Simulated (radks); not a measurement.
Charge is removed step by step from the 3s down level of S+, starting from [Ne] 3s(up 1, down 1) 3p3. Calculated with a radial shooting solver on a logarithmic mesh with Libxc functionals: scalar-relativistic Kohn-Sham, PBEsol, spin-polarised, spherical densities, finite nucleus; open shells are filled with parallel spins first; Fermi nuclear charge, rms radius 3.2611 fm.

removed (e)  E - E(0) (eV)  eigenvalue (eV)
0                    0.000          -25.315
0.125                3.244          -26.591
0.25                 6.648          -27.871
0.375               10.211          -29.151
0.5                 13.935          -30.432
0.625               17.819          -31.714
0.75                21.864          -33.009
0.875               26.073          -34.347

The mean slope of the eigenvalue, de/dn, is 10.3 eV per electron.
